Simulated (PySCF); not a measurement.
Species: C7H8P2.
SMILES with atom numbers: `[cH:1]1[cH:2][p:3][c:4]([CH:5]2[CH2:6][CH2:7]2)[cH:8][p:9]1` (hydrogens: H10 on C1; H11 on C2; H12 on C5; H13, H14 on C6; H15, H16 on C7; H17 on C8)

The same species was optimised twice, with GFN2-xTB and with PBE0-D3(BJ)/def2-SVP (PySCF), and the same property calculations (PySCF, gas phase) were run on both structures.

```json
{"coordinate": "C1–C2 (Å)", "GFN2-xTB": "1.371", "PBE0-D3(BJ)/def2-SVP": "1.387", "change": "+0.016"}
{"coordinate": "C4–C8 (Å)", "GFN2-xTB": "1.377", "PBE0-D3(BJ)/def2-SVP": "1.393", "change": "+0.016"}
{"coordinate": "C4–C5 (Å)", "GFN2-xTB": "1.481", "PBE0-D3(BJ)/def2-SVP": "1.489", "change": "+0.008"}
{"coordinate": "C5–C6 (Å)", "GFN2-xTB": "1.507", "PBE0-D3(BJ)/def2-SVP": "1.512", "change": "+0.005"}
{"coordinate": "P3–C4 (Å)", "GFN2-xTB": "1.759", "PBE0-D3(BJ)/def2-SVP": "1.764", "change": "+0.005"}
{"coordinate": "C5–C7 (Å)", "GFN2-xTB": "1.507", "PBE0-D3(BJ)/def2-SVP": "1.510", "change": "+0.003"}
{"coordinate": "C8–P9 (Å)", "GFN2-xTB": "1.737", "PBE0-D3(BJ)/def2-SVP": "1.738", "change": "+0.001"}
{"coordinate": "C6–C7 (Å)", "GFN2-xTB": "1.489", "PBE0-D3(BJ)/def2-SVP": "1.488", "change": "-0.001"}
{"coordinate": "C2–P3 (Å)", "GFN2-xTB": "1.733", "PBE0-D3(BJ)/def2-SVP": "1.734", "change": "+0.001"}
{"coordinate": "C1–P9 (Å)", "GFN2-xTB": "1.735", "PBE0-D3(BJ)/def2-SVP": "1.735", "change": "0.000"}
{"coordinate": "C4–C5–C7 (°)", "GFN2-xTB": "120.1", "PBE0-D3(BJ)/def2-SVP": "121.9", "change": "+1.8"}
{"coordinate": "C4–C5–C6 (°)", "GFN2-xTB": "120.1", "PBE0-D3(BJ)/def2-SVP": "121.5", "change": "+1.4"}
{"coordinate": "P3–C4–C5 (°)", "GFN2-xTB": "116.2", "PBE0-D3(BJ)/def2-SVP": "117.6", "change": "+1.4"}
{"coordinate": "P3–C4–C8 (°)", "GFN2-xTB": "126.0", "PBE0-D3(BJ)/def2-SVP": "125.0", "change": "-1.0"}
{"coordinate": "C2–P3–C4 (°)", "GFN2-xTB": "103.0", "PBE0-D3(BJ)/def2-SVP": "103.7", "change": "+0.7"}
{"coordinate": "C2–C1–P9 (°)", "GFN2-xTB": "128.0", "PBE0-D3(BJ)/def2-SVP": "127.5", "change": "-0.5"}
{"coordinate": "C4–C8–P9 (°)", "GFN2-xTB": "130.8", "PBE0-D3(BJ)/def2-SVP": "131.3", "change": "+0.5"}
{"coordinate": "C1–P9–C8 (°)", "GFN2-xTB": "102.3", "PBE0-D3(BJ)/def2-SVP": "102.7", "change": "+0.4"}
{"coordinate": "P3–C4–C5–C6 (°)", "GFN2-xTB": "35", "PBE0-D3(BJ)/def2-SVP": "38", "change": "+3"}
```

Rotational constants: A = 2515, B = 851.3, C = 669.2 MHz (GFN2-xTB) against A = 2485, B = 834.5, C = 656.8 MHz (PBE0-D3(BJ)/def2-SVP). Atoms that the bonding makes alike are paired by their places after alignment.

On the GFN2-xTB structure: HOMO (eV) -6.79 [PBE0/pcSseg-1]; LUMO (eV) -2.30 [PBE0/pcSseg-1]; dipole (D) 1.03 [PBE0/pcSseg-1]; GIAO shielding of C1 (ppm) 23.4 [PBE0/pcSseg-1]; GIAO shielding of C2 (ppm) 19.4 [PBE0/pcSseg-1]; GIAO shielding of P3 (ppm) 87.7 [PBE0/pcSseg-1]; GIAO shielding of C4 (ppm) -6.0 [PBE0/pcSseg-1]; GIAO shielding of C5 (ppm) 157.7 [PBE0/pcSseg-1]; GIAO shielding of C6/C7 (mean) (ppm) 162.8 [PBE0/pcSseg-1]; GIAO shielding of C8 (ppm) 24.2 [PBE0/pcSseg-1]; GIAO shielding of P9 (ppm) 70.7 [PBE0/pcSseg-1].

**Question.** What do these properties become on the PBE0-D3(BJ)/def2-SVP structure?

**Answer.** 
```json
{"property": "HOMO (eV)", "level": "PBE0/pcSseg-1", "on GFN2-xTB": "-6.79", "on PBE0-D3(BJ)/def2-SVP": "-6.82", "change": "-0.03"}
{"property": "LUMO (eV)", "level": "PBE0/pcSseg-1", "on GFN2-xTB": "-2.30", "on PBE0-D3(BJ)/def2-SVP": "-2.29", "change": "+0.01"}
{"property": "dipole (D)", "level": "PBE0/pcSseg-1", "on GFN2-xTB": "1.03", "on PBE0-D3(BJ)/def2-SVP": "1.01", "change": "-0.02"}
{"property": "energy, GFN2-xTB geometry as zero (kcal/mol)", "level": "PBE0/pcSseg-1", "on GFN2-xTB": "0.0", "on PBE0-D3(BJ)/def2-SVP": "-0.5", "change": "-0.5"}
{"property": "GIAO shielding of C1 (ppm)", "level": "PBE0/pcSseg-1", "on GFN2-xTB": "23.4", "on PBE0-D3(BJ)/def2-SVP": "21.1", "change": "-2.3"}
{"property": "GIAO shielding of C2 (ppm)", "level": "PBE0/pcSseg-1", "on GFN2-xTB": "19.4", "on PBE0-D3(BJ)/def2-SVP": "17.3", "change": "-2.1"}
{"property": "GIAO shielding of P3 (ppm)", "level": "PBE0/pcSseg-1", "on GFN2-xTB": "87.7", "on PBE0-D3(BJ)/def2-SVP": "85.1", "change": "-2.6"}
{"property": "GIAO shielding of C4 (ppm)", "level": "PBE0/pcSseg-1", "on GFN2-xTB": "-6.0", "on PBE0-D3(BJ)/def2-SVP": "-8.1", "change": "-2.1"}
{"property": "GIAO shielding of C5 (ppm)", "level": "PBE0/pcSseg-1", "on GFN2-xTB": "157.7", "on PBE0-D3(BJ)/def2-SVP": "156.0", "change": "-1.7"}
{"property": "GIAO shielding of C6/C7 (mean) (ppm)", "level": "PBE0/pcSseg-1", "on GFN2-xTB": "162.8", "on PBE0-D3(BJ)/def2-SVP": "162.1", "change": "-0.7"}
{"property": "GIAO shielding of C8 (ppm)", "level": "PBE0/pcSseg-1", "on GFN2-xTB": "24.2", "on PBE0-D3(BJ)/def2-SVP": "21.3", "change": "-2.9"}
{"property": "GIAO shielding of P9 (ppm)", "level": "PBE0/pcSseg-1", "on GFN2-xTB": "70.7", "on PBE0-D3(BJ)/def2-SVP": "71.2", "change": "+0.5"}
```

The heavy atoms differ by 0.038 Å rms after alignment (one structure mirrored). Among bonds between heavy atoms C1–C2 and C4–C8 change most and about equally (+0.016 Å). Changes are differences of the printed values. Neither structure is proved a minimum here.

The values belong to the conformer `[cH:1]1[cH:2][p:3][c:4]([CH:5]2[CH2:6][CH2:7]2)[cH:8][p:9]1`: P3–C4–C5–C6 38°.
